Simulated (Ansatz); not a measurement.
Consider the substitution at a C–Si bond: `C=C(F)O[SiH2]C` + `C[O][SnH2][SeH]` → `C[O][SnH2][Se]C` + `C=C(F)O[SiH3]`.

Isolated molecules relaxed with PBE0-D4/def2-TZVP in Ansatz; ΔE leaves out vibrations. CCSD(T)/CBS adds triple-zeta CCSD(T) − MP2 to the extrapolated MP2 energy (def2 sets, frozen cores). DFT in def2-TZVPP. Elements past krypton have def2 core potentials. For Se, Sn outer-core shells are correlated without core-valence functions, which leaves a few kJ/mol of doubt a bond. Scalar relativity is left out up to krypton. Each species was taken in one conformer, which may not be the lowest.

| level | ΔE (kJ/mol) |
| --- | --- |
| PBE-D4 | 59.8 |
| r2SCAN-D4 | 65.0 |
| PBE0-D4 | 62.5 |
| B2PLYP | 59.7 |
| CCSD/def2-TZVPP | 59.2 |
| CCSD(T)/def2-TZVPP | 57.8 |
| SCS-MP2/def2-QZVPP | 55.0 |
| MP2/CBS(def2) | 57.7 |

Problem. What does CCSD(T)/CBS give? (Estimate.)

Solution. Ansatz gave: +59.0 kJ/mol. The listed levels differ from it by 0.8, 6.0, 3.5, 0.7, 0.2, -1.2, -4.0, -1.3 kJ/mol.

Largest T1 diagnostic among the species: 0.012.

In def2-TZVPP, CCSD(T) changes the Hartree–Fock value by −3.5 kJ/mol (the triples alone add −1.4 kJ/mol) and MP2 by −4.9 kJ/mol.
